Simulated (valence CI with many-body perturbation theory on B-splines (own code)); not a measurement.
Values are calculated unless marked as measured or tabulated.
## Sc¹⁴⁺: magnetic and hyperfine properties of the levels

Level of theory: configuration interaction combined with many-body perturbation theory (CI+MBPT): five valence electrons over a frozen Dirac-Fock core [He], a basis of 9 s, 9 p, 8 d, 6 f, 3 g, 1 h functions for each j, with the one-electron correlation potential Σ1, the two-electron term Σ2, the three-electron term Σ3, Breit, model QED; selected CI, second order for the rest (own B-spline code, finite nucleus).

No measured levels were compared; by estimate levels of excited configurations hold to 0.05 to 0.15 % of their energy, terms of the ground configuration to about 0.5 %. Among the levels kept, up to 2000 cm⁻¹ of a level comes from second order outside the variational space, and about a tenth of that is noise between levels of different J, which matters for small intervals.

A/g_I is the dipole constant over the nuclear g factor μ/I (μ in nuclear magnetons, uniformly magnetised nucleus), B/Q the quadrupole constant per barn. Both hold the static response of the core; the bare values leave it out. Large factors of s and p1/2 electrons are usually good to 5 to 10 %; those of open d and f shells near neutrality can be off by tens of per cent, and small factors of p3/2, d and f electrons come from cancelling terms and can be off by a factor of two or in sign, in half-filled shells by more. B is blank for J = 1/2, where it vanishes, and for nearly pure S terms. Energies count from the lowest level.

Names give the largest LS component (configuration and term), which can be under half, so a name can repeat, a term be missing and a line seem to break the LS rules; names also repeat where a configuration has a term twice. Letters in brackets count levels of one name in rising energy.

```tsv
Level	E (eV)	g	A/g_I (MHz)	A/g_I bare	B/Q (MHz/b)	B/Q bare
2s²2p³ ⁴S°_3/2	0.00	1.981	521	3180		
2s²2p³ ²D°_3/2	13.82	0.879	14100	13900	21600	21800
2s²2p³ ²D°_5/2	15.15	1.198	24400	24900	-262	-263
2s²2p³ ²P°_1/2	22.96	0.663	69400	68100		
2s²2p³ ²P°_3/2	24.89	1.270	13800	14600	-22300	-22400
2s2p⁴ ⁴P_5/2	68.46	1.595	55700	55700	23700	23800
2s2p⁴ ⁴P_3/2	71.59	1.730	49900	50200	-19200	-19300
2s2p⁴ ⁴P_1/2	72.97	2.660	110000	110000		
2s2p⁴ ²D_3/2	94.44	0.806	-16500	-15000	-33200	-33400
2s2p⁴ ²D_5/2	94.78	1.202	66200	64700	-47900	-48200
2s2p⁴ ²S_1/2	109.42	1.838	192000	186000		
2s2p⁴ ²P_3/2	113.75	1.325	-3450	-1140	23400	23500
2s2p⁴ ²P_1/2	118.08	0.835	73000	69400		
2p⁵ ²P°_3/2	178.83	1.332	11300	12900	-23300	-23400
2p⁵ ²P°_1/2	183.85	0.663	69700	67700		
2s²2p²3s ⁴P_1/2	527.39	2.542	39800	40600		
2s²2p²3s ⁴P_3/2	529.85	1.719	15300	16100	18800	18900
2s²2p²3s ⁴P_5/2	532.36	1.576	27100	27800	-21200	-21300
2s²2p²3s ²P_1/2	533.12	0.797	-1920	-1570		
2s²2p²3s ²P_3/2	535.97	1.275	17600	19000	-17300	-17400
2s²2p²3s ²D_5/2	543.26	1.222	29900	29600	45800	46100
2s²2p²3s ²D_3/2	543.59	0.867	13600	14100	28200	28400
2s²2p²3p ⁴D°_1/2 [a]	545.98	1.125	14800	15700		
2s²2p²3p ⁴D°_1/2 [b]	547.92	0.949	-1040	-320		
2s²2p²3p ⁴D°_3/2	548.20	1.268	5290	5780	8630	8680
2s²2p²3p ⁴D°_5/2	550.43	1.387	4860	5690	12200	12300
2s²2p²3p ⁴P°_3/2	551.00	1.490	13000	14100	-12100	-12200
2s²2p²3p ⁴P°_1/2	551.45	2.499	-14200	-11200		
2s²2p²3p ⁴P°_5/2	552.57	1.459	14800	15800	-6390	-6420
2s²2p²3p ⁴D°_7/2	552.79	1.413	12700	13500	-15400	-15500
2s²2p²3p ²D°_3/2 [a]	553.47	0.991	20600	20300	-10900	-11000
2s²2p²3s ²S_1/2	555.35	1.995	58100	56600		
2s²2p²3p ⁴S°_3/2	556.08	1.922	14600	16300	599	604
2s²2p²3p ²D°_5/2 [a]	557.03	1.279	14700	15400	-4080	-4110
2s²2p²3p ²P°_3/2 [a]	557.92	1.352	12400	13400	7670	7720
2s²2p²3p ²P°_1/2 [a]	558.55	0.746	28700	28300		
2s²2p²3p ²F°_5/2	563.54	0.905	19800	19800	37700	37900
2s²2p²3p ²F°_7/2	564.48	1.156	14600	14800	52600	52900
2s2p³3s ⁶S°_5/2	564.92	1.996	56800	57300		
2s²2p²3p ²D°_3/2 [b]	567.23	0.905	17700	17700	23300	23400
```

Problem. Take the isotope of mass number 45, with I = 7/2, μ = 4.754 μN and Q = -0.22 b. What is the hyperfine structure of 2s²2p³ ²P°_3/2?

Solution. From the table A = 18700 MHz, B = 4900 MHz. Shifts from the centre of gravity in MHz: F = 2: -124000, F = 3: -71000, F = 4: 2400, F = 5: 99400.
